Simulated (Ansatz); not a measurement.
The same path of BrF$_{3}$H$_{2}$OZr (8 atoms, charge 0, multiplicity 1) was run twice with different band settings.

Computed with Ansatz 0.2.0, RKS PBE/def2-SVP.

Relaxed end points:

```xyz
8
Properties=species:S:1:pos:R:3
Zr 0.418 -0.387 -0.069
O -0.652 -0.671 2.048
H -0.798 0.191 2.487
F 1.416 0.046 -1.637
F 0.026 1.404 0.526
F -1.056 -1.350 -0.802
Br 2.169 -1.812 1.153
H -0.116 -1.213 2.662
```

```xyz
8
Properties=species:S:1:pos:R:3
Zr 0.504 -0.219 -0.007
O -0.537 -0.464 2.129
H -1.400 -0.922 2.076
F 1.255 -0.279 -1.759
F 0.522 1.653 0.359
F -1.228 -0.958 -0.405
Br 2.267 -1.617 1.237
H 0.022 -0.988 2.739
```

Common settings: spring 5.0 eV/Å²; optimiser quadratic models (default); start path through a guess of the saddle point; force threshold 0.03 eV/Å; iteration limit 60; end points relaxed.

| run | movable images | climbing image |
| --- | --- | --- |
| 1 | 7 | yes |
| 2 | 6 | no |

Question: What does each run give, and how far can it be trusted?

Answer: Run 1: converged after 23 iterations, highest image 0.033 eV above the first end. A vibrational analysis at the climbing image gives one clearly imaginary mode, 206i cm⁻¹: a first-order saddle point.
Run 2: converged after 15 iterations, highest image 0.034 eV above the first end. No image climbed, so the highest image needn't sit at the top of the path.
